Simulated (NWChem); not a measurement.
Everything below was run with NWChem. System: CCl$_{2}$, charge 0, spin multiplicity 1, at a geometry optimised with B3LYP/def2-SVP. The structure started from a generated list of species. Level: PBE/cc-pVDZ.

The NWChem input:

```
start mol
memory heap 200 mb stack 900 mb global 1100 mb
geometry units angstroms nocenter noautoz
  Cl     1.416657     0.000000    -0.150404
  C      0.000000     0.000000     0.852289
  Cl    -1.416657     0.000000    -0.150404
  symmetry group C2v
end
basis spherical
  * library cc-pvdz
end
dft
  xc xpbe96 cpbe96
  semidirect memsize 60000000 filesize 0
  iterations 100
end
task dft energy
```

NWChem printed:

```
             Northwest Computational Chemistry Package (NWChem) 7.3.0
             --------------------------------------------------------

                                NWChem Input Module
                                -------------------

 Scaling coordinates for geometry "geometry" by  1.889725989
 (inverse scale =  0.529177249)

 Turning off AUTOSYM since
 SYMMETRY directive was detected!

                             Geometry "geometry" -> ""
                             -------------------------

 Output coordinates in angstroms (scale by  1.889725989 to convert to a.u.)

  No.       Tag          Charge          X              Y              Z
 ---- ---------------- ---------- -------------- -------------- --------------
    1 Cl                  17.0000     1.41665700     0.00000000    -0.15040400
    2 C                    6.0000     0.00000000     0.00000000     0.85228900
    3 Cl                  17.0000    -1.41665700     0.00000000    -0.15040400

 Effective nuclear repulsion energy (a.u.)     116.1751720533

            Nuclear Dipole moment (a.u.)
            ----------------------------
        X                 Y               Z
 ---------------- ---------------- ----------------
     0.0000000000     0.0000000000    -0.0000037795

      Symmetry information
      --------------------

 Group name             C2v
 Group number             16
 Group order               4
 No. of unique centers     2

      Symmetry unique atoms

     1    2


 Summary of "ao basis" -> "" (spherical)
 ------------------------------------------------------------------------------
       Tag                 Description            Shells   Functions and Types
 ---------------- ------------------------------  ------  ---------------------
 *                          cc-pvdz                   on all atoms

  pbe96 is a nonlocal functional; adding pw91lda local functional.

                                 NWChem DFT Module
                                 -----------------

 Summary of "ao basis" -> "ao basis" (spherical)
 ------------------------------------------------------------------------------
       Tag                 Description            Shells   Functions and Types
 ---------------- ------------------------------  ------  ---------------------
 Cl                         cc-pvdz                  8       18   4s3p1d
 C                          cc-pvdz                  6       14   3s2p1d

 Summary of "ao basis" -> "ao basis" (spherical)
 ------------------------------------------------------------------------------
       Tag                 Description            Shells   Functions and Types
 ---------------- ------------------------------  ------  ---------------------
 Cl                         cc-pvdz                  8       18   4s3p1d
 C                          cc-pvdz                  6       14   3s2p1d

      Symmetry analysis of basis
      --------------------------

        a1         20
        a2          6
        b1         16
        b2          8

            General Information
            -------------------
          SCF calculation type: DFT
          Wavefunction type:  closed shell.
          No. of atoms     :     3
          No. of electrons :    40
           Alpha electrons :    20
            Beta electrons :    20
          Charge           :     0
          Spin multiplicity:     1
          Use of symmetry is: on ; symmetry adaption is: on
          Maximum number of iterations: 100
          AO basis - number of functions:    50
[...]
 d= 0,ls=0.0,diis     2   -957.1474362263  7.36D-01  2.81D-02  6.40D+00     3.5
 d= 0,ls=0.0,diis     3   -957.9849556732 -8.38D-01  4.47D-03  2.84D-02     3.6
 d= 0,ls=0.0,diis     4   -957.9874986283 -2.54D-03  1.60D-03  1.20D-02     3.7
 d= 0,ls=0.0,diis     5   -957.9891530518 -1.65D-03  1.52D-04  8.65D-05     3.8
  Resetting Diis
 d= 0,ls=0.0,diis     6   -957.9891655614 -1.25D-05  2.51D-05  2.17D-06     3.9
 d= 0,ls=0.0,diis     7   -957.9891658659 -3.04D-07  1.07D-05  9.54D-08     4.0
 d= 0,ls=0.0,diis     8   -957.9891658448  2.11D-08  8.53D-06  2.38D-07     4.1

         Total DFT energy =     -957.989165844825
      One electron energy =    -1552.217366424763
           Coulomb energy =      539.431974947175
    Exchange-Corr. energy =      -61.378946420566
 Nuclear repulsion energy =      116.175172053329

 Numeric. integr. density =       39.999998265780

     Total iterative time =      2.4s

                  Occupations of the irreducible representations
                  ----------------------------------------------

                     irrep           alpha         beta
                     --------     --------     --------
                     a1                9.0          9.0
                     a2                2.0          2.0
                     b1                7.0          7.0
                     b2                2.0          2.0

                       DFT Final Molecular Orbital Analysis
                       ------------------------------------

 Vector   18  Occ=2.000000D+00  E=-3.177658D-01  Symmetry=a2
              MO Center= -6.8D-15,  2.1D-16, -1.3D-01, r^2= 3.1D+00
   Bfn.  Coefficient  Atom+Function         Bfn.  Coefficient  Atom+Function
  ----- ------------  ---------------      ----- ------------  ---------------
     9      0.453365  1 Cl py                41     -0.453365  3 Cl py
    12      0.339052  1 Cl py                44     -0.339052  3 Cl py
    28      0.029795  2 C  d -2

 Vector   19  Occ=2.000000D+00  E=-2.911606D-01  Symmetry=b1
              MO Center=  2.7D-15, -3.6D-16, -1.1D-01, r^2= 3.2D+00
   Bfn.  Coefficient  Atom+Function         Bfn.  Coefficient  Atom+Function
  ----- ------------  ---------------      ----- ------------  ---------------
     8      0.354164  1 Cl px                40      0.354164  3 Cl px
    10      0.305467  1 Cl pz                42     -0.305467  3 Cl pz
    11      0.270851  1 Cl px                43      0.270851  3 Cl px
    13      0.230420  1 Cl pz                45     -0.230420  3 Cl pz
    22     -0.027544  2 C  px

 Vector   20  Occ=2.000000D+00  E=-2.241934D-01  Symmetry=a1
              MO Center= -4.0D-15, -1.9D-16,  6.4D-01, r^2= 2.4D+00
   Bfn.  Coefficient  Atom+Function         Bfn.  Coefficient  Atom+Function
  ----- ------------  ---------------      ----- ------------  ---------------
    21      0.551133  2 C  s                 24      0.376638  2 C  pz
    10     -0.316349  1 Cl pz                42     -0.316349  3 Cl pz
    13     -0.271962  1 Cl pz                45     -0.271962  3 Cl pz
    20      0.248395  2 C  s                 27      0.222307  2 C  pz
     8      0.072919  1 Cl px                40     -0.072919  3 Cl px

 Vector   21  Occ=0.000000D+00  E=-1.561848D-01  Symmetry=b2
              MO Center= -3.2D-15, -1.7D-16,  5.2D-01, r^2= 2.1D+00
   Bfn.  Coefficient  Atom+Function         Bfn.  Coefficient  Atom+Function
  ----- ------------  ---------------      ----- ------------  ---------------
    23      0.598239  2 C  py                26      0.497028  2 C  py
    12     -0.272338  1 Cl py                44     -0.272338  3 Cl py
     9     -0.258980  1 Cl py                41     -0.258980  3 Cl py
    14     -0.052354  1 Cl d -2              46      0.052354  3 Cl d -2
    15      0.040812  1 Cl d -1              47      0.040812  3 Cl d -1

 Vector   22  Occ=0.000000D+00  E=-2.933369D-02  Symmetry=a1
              MO Center= -3.5D-14, -6.4D-17,  1.6D-01, r^2= 3.0D+00
   Bfn.  Coefficient  Atom+Function         Bfn.  Coefficient  Atom+Function
  ----- ------------  ---------------      ----- ------------  ---------------
    21      0.982343  2 C  s                 27     -0.700544  2 C  pz
    11      0.577945  1 Cl px                43     -0.577945  3 Cl px
     4     -0.540243  1 Cl s                 36     -0.540243  3 Cl s
    24     -0.505494  2 C  pz                 8      0.261392  1 Cl px
    40     -0.261392  3 Cl px                20      0.246448  2 C  s

 Vector   23  Occ=0.000000D+00  E= 2.309122D-02  Symmetry=b1
              MO Center=  1.1D-14, -5.2D-17,  3.3D-01, r^2= 2.9D+00
   Bfn.  Coefficient  Atom+Function         Bfn.  Coefficient  Atom+Function
  ----- ------------  ---------------      ----- ------------  ---------------
    25      0.887382  2 C  px                22      0.631029  2 C  px
     4     -0.531591  1 Cl s                 36      0.531591  3 Cl s
    13     -0.454255  1 Cl pz                45      0.454255  3 Cl pz
    11      0.409166  1 Cl px                43      0.409166  3 Cl px
    10     -0.187934  1 Cl pz                42      0.187934  3 Cl pz

 center of mass
 --------------
 x =   0.00000000 y =   0.00000000 z =  -0.00672151

 moments of inertia (a.u.)
 ------------------
          36.774134523479           0.000000000000           0.000000000000
           0.000000000000         538.005732230373           0.000000000000
           0.000000000000           0.000000000000         501.231597706895

     Multipole analysis of the density
     ---------------------------------

     L   x y z        total         alpha         beta         nuclear
     -   - - -        -----         -----         ----         -------
     0   0 0 0     -0.000000    -20.000000    -20.000000     40.000000

     1   1 0 0      0.000000      0.000000      0.000000      0.000000
     1   0 1 0      0.000000      0.000000      0.000000      0.000000
     1   0 0 1     -0.474105     -0.237050     -0.237050     -0.000004

     2   2 0 0    -21.364236   -132.518226   -132.518226    243.672216
     2   1 1 0      0.000000      0.000000      0.000000      0.000000
     2   1 0 1     -0.000000     -0.000000     -0.000000      0.000000
     2   0 2 0    -21.902512    -10.951256    -10.951256      0.000000
     2   0 1 1     -0.000000     -0.000000     -0.000000      0.000000
     2   0 0 2    -24.326001    -21.318327    -21.318327     18.310652

 Task  times  cpu:        4.1s     wall:        4.1s

 Total times  cpu:        4.1s     wall:        4.1s
```
